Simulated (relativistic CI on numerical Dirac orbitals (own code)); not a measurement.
**Ti4+ in a cubic cluster: L2,3 absorption with charge transfer**

Computed with a charge-transfer multiplet model of a cubic metal-ligand cluster with up to 2 ligand holes, Slater and spin-orbit integrals from Dirac-Coulomb-Breit ions, Slater integrals scaled by 0.7. The parameters are those of a tetrahedral site (10Dq negative, t2 hopping the larger). The ground state mixes d0 with configurations of k ligand holes L, whose averages lie at kΔ + k(k − 1)U_dd/2; a core hole lowers each added d electron by U_cd. 300 K, Lorentzian 0.4 eV and Gaussian 0.3 eV FWHM.

Atomic integrals in eV (Slater integrals scaled, ζ unscaled), ground: F2dd 5.756, F4dd 3.579, zeta_d 0.013; with the core hole: F2dd 5.756, F4dd 3.579, zeta_d 0.032, zeta_core 3.741, F2cd 4.433, G1cd 3.312, G3cd 1.881. Where a configuration has fewer than two d electrons, the dd integrals are those of d2.

Cluster parameters (eV): Δ = 2.7, U_dd = 4.4, U_cd = 5.2, 10Dq = -0.35, 10Dq(ligand) = 0, final-state hopping factor = 0.8.

```tsv
Case	n_d	d0	d1L	d2L2	S
V(eg) = 0.45 eV, V(t2g) = -0.76 eV	0.30	0.71	0.27	0.02	0.00
V(eg) = 0.75 eV, V(t2g) = -1.27 eV	0.50	0.55	0.40	0.05	0.00
V(eg) = 1.05 eV, V(t2g) = -1.78 eV	0.63	0.45	0.46	0.09	0.00
```

Weights, n_d and S are thermal averages at 300 K. Photon energies count from the first peak over 30 % of the highest in each spectrum, which can be another peak from case to case. The parameters are a model scan and need not match a compound or its usual spin state. Peaks in eV (height, largest 100):
- V(eg) = 0.45 eV, V(t2g) = -0.76 eV: 0.0 (53), 5.3 (100)
- V(eg) = 0.75 eV, V(t2g) = -1.27 eV: 0.0 (62), 1.5 (8), 4.0 (7), 5.4 (100)
- V(eg) = 1.05 eV, V(t2g) = -1.78 eV: 0.0 (71), 1.8 (5), 2.5 (6), 2.8 (6), 5.5 (100)

A d0 ion has no d-d gap: its lowest excitations are ligand-to-metal charge transfer. With the core hole the configuration with one ligand hole lies at Δ + U_dd − U_cd = 1.9 eV above the one without, against Δ in the ground state. The added d electron screens the hole, so the order of the configurations is kept and charge-transfer satellites are weaker than in photoemission.
